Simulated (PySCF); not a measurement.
CH4OZn, quintet, at a GFN2-xTB geometry of the parent state (such geometries of metal compounds can be far from the true shape) (a higher spin typed on purpose: for a closed-shell molecule this is an excited state); B3LYP/6-31G** (PySCF).

Here is a job for PySCF.
```python
from pyscf import gto, scf, dft

mol = gto.Mole()
mol.atom = '''
    Zn   -0.01725634    0.01469602    0.17610893
    C    -0.16999058    1.58529776   -1.03868649
    H    -0.89438198    2.31293583   -0.69757834
    H    -0.47857034    1.23277719   -2.01677520
    H     0.78322230    2.08823604   -1.14561464
    O     0.23277667   -1.66790958    0.45013089
    H     0.26515014   -2.24333970    1.20777220
'''
mol.basis = '6-31g**'
mol.spin = 4
mol.verbose = 4
mol.build()

mf = dft.UKS(mol)
mf.xc = 'b3lyp'
mf.kernel()
mf.analyze()
```

It wrote (shortened):

```
PySCF version 2.14.0

[INPUT] verbose = 4
[INPUT] num. atoms = 7
[INPUT] num. electrons = 48
[INPUT] charge = 0
[INPUT] spin (= nelec alpha-beta = 2S) = 4
[INPUT] symmetry False subgroup None
[INPUT] Mole.unit = angstrom
[INPUT] Symbol           X                Y                Z      unit          X                Y                Z       unit  Magmom
[INPUT]  1 Zn    -0.017256340000   0.014696020000   0.176108930000 AA   -0.032609756512   0.027771452921   0.332797645790 Bohr   0.0
[INPUT]  2 C     -0.169990580000   1.585297760000  -1.038686490000 AA   -0.321235639956   2.995778592286  -1.962832995386 Bohr   0.0
[INPUT]  3 H     -0.894381980000   2.312935830000  -0.697578340000 AA   -1.690136992946   4.370815262394  -1.318232013029 Bohr   0.0
[INPUT]  4 H     -0.478570340000   1.232777190000  -2.016775200000 AA   -0.904366873940   2.329611261711  -3.811152782815 Bohr   0.0
[INPUT]  5 H      0.783222300000   2.088236040000  -1.145614640000 AA    1.480075641652   3.946194199046  -2.164897913892 Bohr   0.0
[INPUT]  6 O      0.232776670000  -1.667909580000   0.450130890000 AA    0.439884154488  -3.151892306738   0.850624102307 Bohr   0.0
[INPUT]  7 H      0.265150140000  -2.243339700000   1.207772200000 AA    0.501061146490  -4.239297637364   2.282358678863 Bohr   0.0

nuclear repulsion = 171.680075178514
number of shells = 36
number of NR pGTOs = 179
number of NR cGTOs = 82
basis = 6-31g**
ecp = {}

******** <class 'pyscf.dft.uks.UKS'> ********
method = UKS
initial guess = minao
damping factor = 0
level_shift factor = 0
DIIS = <class 'pyscf.scf.diis.CDIIS'>
diis_start_cycle = 1
diis_space = 8
diis_damp = 0
SCF conv_tol = 1e-09
SCF conv_tol_grad = None
SCF max_cycles = 50
direct_scf = True
direct_scf_tol = 1e-13
number electrons alpha = 26  beta = 22
XC library pyscf.dft.libxc version 7.1.2
    S. Lehtola, C. Steigemann, M. J. T. Oliveira, and M. A. L. Marques,  SoftwareX 7, 1–5 (2018)
XC functionals = b3lyp
    P. J. Stephens, F. J. Devlin, C. F. Chabalowski, and M. J. Frisch,  J. Phys. Chem. 98, 11623 (1994)
radial grids:
    Treutler-Ahlrichs [JCP 102, 346 (1995); DOI:10.1063/1.469408] (M4) radial grids

becke partition: Becke, JCP 88, 2547 (1988); DOI:10.1063/1.454033
pruning grids: <function nwchem_prune>
grids dens level: 3
symmetrized grids: False
atomic radii adjust function: <function treutler_atomic_radii_adjust>
small_rho_cutoff = 0
Set gradient conv threshold to 3.16228e-05
tot grids = 88072
init E= -1894.49207656628

cycle= 1 E= -1894.06318453053  delta_E= 0.429  |g|= 1.06  |ddm|= 2.17

cycle= 2 E= -1892.74352876721  delta_E= 1.32  |g|= 2.13  |ddm|= 2.07

cycle= 3 E= -1894.02215541838  delta_E= -1.28  |g|= 0.827  |ddm|= 1.75

cycle= 4 E= -1894.42398196703  delta_E= -0.402  |g|= 0.281  |ddm|= 0.855

cycle= 5 E= -1894.44574796528  delta_E= -0.0218  |g|= 0.128  |ddm|= 0.163

cycle= 6 E= -1894.45102668869  delta_E= -0.00528  |g|= 0.0606  |ddm|= 0.149

cycle= 7 E= -1894.45246708442  delta_E= -0.00144  |g|= 0.0172  |ddm|= 0.0691

cycle= 8 E= -1894.45260064423  delta_E= -0.000134  |g|= 0.00219  |ddm|= 0.0277

cycle= 9 E= -1894.4526052886  delta_E= -4.64e-06  |g|= 0.000509  |ddm|= 0.00841

cycle= 10 E= -1894.45260579118  delta_E= -5.03e-07  |g|= 0.000247  |ddm|= 0.00232

cycle= 11 E= -1894.45260600568  delta_E= -2.15e-07  |g|= 0.000122  |ddm|= 0.00136

cycle= 12 E= -1894.45260617597  delta_E= -1.7e-07  |g|= 9.87e-05  |ddm|= 0.00121

cycle= 13 E= -1894.45260632926  delta_E= -1.53e-07  |g|= 8.11e-05  |ddm|= 0.00134

cycle= 14 E= -1894.45260644558  delta_E= -1.16e-07  |g|= 5.67e-05  |ddm|= 0.00148

cycle= 15 E= -1894.45260650117  delta_E= -5.56e-08  |g|= 3.1e-05  |ddm|= 0.00111

cycle= 16 E= -1894.45260652152  delta_E= -2.04e-08  |g|= 2.24e-05  |ddm|= 0.000629

cycle= 17 E= -1894.45260654236  delta_E= -2.08e-08  |g|= 1.16e-05  |ddm|= 0.00123

cycle= 18 E= -1894.45260654464  delta_E= -2.28e-09  |g|= 1.96e-06  |ddm|= 0.000512

cycle= 19 E= -1894.45260654467  delta_E= -3.23e-11  |g|= 9.19e-07  |ddm|= 5.49e-05

Extra cycle  E= -1894.45260654468  delta_E= -5e-12  |g|= 7.93e-07  |ddm|= 5.81e-06
converged SCF energy = -1894.45260654468  <S^2> = 6.0045363  2S+1 = 5.0018142
**** SCF Summaries ****
Total Energy =                       -1894.452606544677565
Nuclear Repulsion Energy =             171.680075178514414
One-electron Energy =                -2978.578902583601121
Two-electron Energy =                  912.446220860409085
Two-electron Coulomb Energy =          999.091315118781495
DFT Exchange-Correlation Energy =      -86.645094258372424
**** MO energy ****
                             alpha | beta                alpha | beta
MO #1   energy= -347.298194288517  | -347.296435928704  occ= 1 | 1
MO #2   energy= -42.2702636490194  | -42.2650627580574  occ= 1 | 1
MO #3   energy= -37.2564911801112  | -37.2504329277774  occ= 1 | 1
MO #4   energy= -37.2526347921577  | -37.2485612980445  occ= 1 | 1
MO #5   energy= -37.2512368690258  | -37.2477825448597  occ= 1 | 1
MO #6   energy= -19.3023068736281  | -19.2734278668544  occ= 1 | 1
MO #7   energy= -10.2437541492871  | -10.2298536655969  occ= 1 | 1
MO #8   energy= -4.8543708464986   | -4.84312343737693  occ= 1 | 1
MO #9   energy= -3.25390386213907  | -3.24013596202643  occ= 1 | 1
MO #10  energy= -3.2402893145329   | -3.23281839276039  occ= 1 | 1
MO #11  energy= -3.24001989224209  | -3.22786963151694  occ= 1 | 1
MO #12  energy= -1.12815287441215  | -1.05243752609108  occ= 1 | 1
MO #13  energy= -0.761652393618386 | -0.72179598808493  occ= 1 | 1
MO #14  energy= -0.64451748678926  | -0.619664228018008 occ= 1 | 1
MO #15  energy= -0.544386825351028 | -0.512019026404353 occ= 1 | 1
MO #16  energy= -0.537503351952783 | -0.495404557329186 occ= 1 | 1
MO #17  energy= -0.498143980125084 | -0.486636485875792 occ= 1 | 1
MO #18  energy= -0.495130439771411 | -0.482599670474845 occ= 1 | 1
MO #19  energy= -0.485488822582499 | -0.471174885217468 occ= 1 | 1
MO #20  energy= -0.477540384392923 | -0.437833154392762 occ= 1 | 1
MO #21  energy= -0.450159565929385 | -0.436079520541032 occ= 1 | 1
MO #22  energy= -0.446964942094352 | -0.399883735378332 occ= 1 | 1
MO #23  energy= -0.435564915838587 | -0.256706601291369 occ= 1 | 0
MO #24  energy= -0.387305871973555 | -0.237706044165709 occ= 1 | 0
MO #25  energy= -0.127699043259339 | -0.0246191218224885 occ= 1 | 0
MO #26  energy= -0.0725347166302068 | 0.011831099099521  occ= 1 | 0
MO #27  energy= -0.0167684073683931 | 0.0307805079953788 occ= 0 | 0
MO #28  energy= 0.0170515737346779 | 0.0340414553496946 occ= 0 | 0
MO #29  energy= 0.0914305112480984 | 0.108435934178502  occ= 0 | 0
MO #30  energy= 0.114740626920502  | 0.131193486971602  occ= 0 | 0
MO #31  energy= 0.116958677578668  | 0.133170701962324  occ= 0 | 0
MO #32  energy= 0.132361279555309  | 0.163541026799446  occ= 0 | 0
MO #33  energy= 0.198457241736216  | 0.222578216287911  occ= 0 | 0
MO #34  energy= 0.201831767492219  | 0.231608771416947  occ= 0 | 0

To work with the spin densities directly, `use mulliken_meta_spin()` only printing them here.

 ** Mulliken spin pop alpha/beta on meta-lowdin orthogonal AOs **
 ** Mulliken Spin Density (per AO)  **
spin_pop of  0 Zn 1s        0.00000
spin_pop of  0 Zn 2s        0.00000
spin_pop of  0 Zn 3s        0.00004
spin_pop of  0 Zn 4s        0.76643
spin_pop of  0 Zn 5s        0.03661
spin_pop of  0 Zn 2px       0.00000
spin_pop of  0 Zn 2py       0.00000
spin_pop of  0 Zn 2pz       0.00000
spin_pop of  0 Zn 3px       0.00000
spin_pop of  0 Zn 3py       0.00001
spin_pop of  0 Zn 3pz       0.00001
spin_pop of  0 Zn 4px       0.88950
spin_pop of  0 Zn 4py       0.02698
spin_pop of  0 Zn 4pz       0.06817
spin_pop of  0 Zn 5px       0.01424
spin_pop of  0 Zn 5py       0.00156
spin_pop of  0 Zn 5pz       0.00107
spin_pop of  0 Zn 3dxy      0.05018
spin_pop of  0 Zn 3dyz      0.03202
spin_pop of  0 Zn 3dz^2     0.00350
spin_pop of  0 Zn 3dxz      0.00162
spin_pop of  0 Zn 3dx2-y2    0.01830
spin_pop of  0 Zn 4dxy      0.00014
spin_pop of  0 Zn 4dyz      0.00022
spin_pop of  0 Zn 4dz^2    -0.00002
spin_pop of  0 Zn 4dxz     -0.00004
spin_pop of  0 Zn 4dx2-y2    0.00012
spin_pop of  0 Zn 4f-3      0.00004
spin_pop of  0 Zn 4f-2      0.00010
spin_pop of  0 Zn 4f-1      0.00001
spin_pop of  0 Zn 4f+0      0.00000
spin_pop of  0 Zn 4f+1      0.00000
spin_pop of  0 Zn 4f+2      0.00003
spin_pop of  0 Zn 4f+3      0.00033
spin_pop of  1 C 1s       -0.00001
spin_pop of  1 C 2s        0.11710
spin_pop of  1 C 3s        0.00466
spin_pop of  1 C 2px       0.02402
spin_pop of  1 C 2py       0.46161
spin_pop of  1 C 2pz       0.33783
spin_pop of  1 C 3px       0.03387
spin_pop of  1 C 3py       0.00887
spin_pop of  1 C 3pz       0.00043
spin_pop of  1 C 3dxy      0.00105
spin_pop of  1 C 3dyz      0.00039
spin_pop of  1 C 3dz^2    -0.00001
spin_pop of  1 C 3dxz      0.00072
spin_pop of  1 C 3dx2-y2    0.00041
spin_pop of  2 H 1s       -0.00832
spin_pop of  2 H 2s        0.00131
spin_pop of  2 H 2px       0.00005
spin_pop of  2 H 2py       0.00001
spin_pop of  2 H 2pz       0.00028
spin_pop of  3 H 1s       -0.00074
spin_pop of  3 H 2s        0.00087
spin_pop of  3 H 2px       0.00005
spin_pop of  3 H 2py       0.00021
spin_pop of  3 H 2pz      -0.00006
spin_pop of  4 H 1s        0.00072
spin_pop of  4 H 2s        0.00314
spin_pop of  4 H 2px       0.00063
spin_pop of  4 H 2py      -0.00007
spin_pop of  4 H 2pz       0.00008
spin_pop of  5 O 1s       -0.00001
spin_pop of  5 O 2s        0.06389
spin_pop of  5 O 3s        0.00523
spin_pop of  5 O 2px       0.91476
spin_pop of  5 O 2py       0.05424
spin_pop of  5 O 2pz       0.02155
spin_pop of  5 O 3px       0.01801
spin_pop of  5 O 3py       0.00195
spin_pop of  5 O 3pz       0.00132
spin_pop of  5 O 3dxy      0.00200
spin_pop of  5 O 3dyz      0.00056
spin_pop of  5 O 3dz^2     0.00021
spin_pop of  5 O 3dxz      0.00045
spin_pop of  5 O 3dx2-y2   -0.00027
spin_pop of  6 H 1s        0.01141
spin_pop of  6 H 2s        0.00390
spin_pop of  6 H 2px       0.00062
spin_pop of  6 H 2py      -0.00001
spin_pop of  6 H 2pz      -0.00010
 ** Mulliken Spin Density (per atom)  **
spin density of  0 Zn =      1.91117
spin density of  1 C =      0.99094
spin density of  2 H =     -0.00666
spin density of  3 H =      0.00033
spin density of  4 H =      0.00450
spin density of  5 O =      1.08389
spin density of  6 H =      0.01583
 ** Mulliken pop alpha/beta on meta-lowdin orthogonal AOs **
 ** Mulliken pop       alpha | beta **
In total            26.00000 | 22.00000
 ** Mulliken atomic charges   ( Nelec_alpha | Nelec_beta ) **
charge of  0Zn =      0.07713  (    15.91702     14.00585 )
charge of  1C =     -0.51466  (     3.75280      2.76186 )
charge of  2H =      0.15575  (     0.41880      0.42546 )
charge of  3H =      0.14521  (     0.42756      0.42723 )
charge of  4H =      0.15225  (     0.42613      0.42163 )
charge of  5O =     -0.37737  (     4.73063      3.64674 )
charge of  6H =      0.36170  (     0.32706      0.31124 )
Dipole moment(X, Y, Z, Debye):  0.26819, -0.63756, -1.93590
```
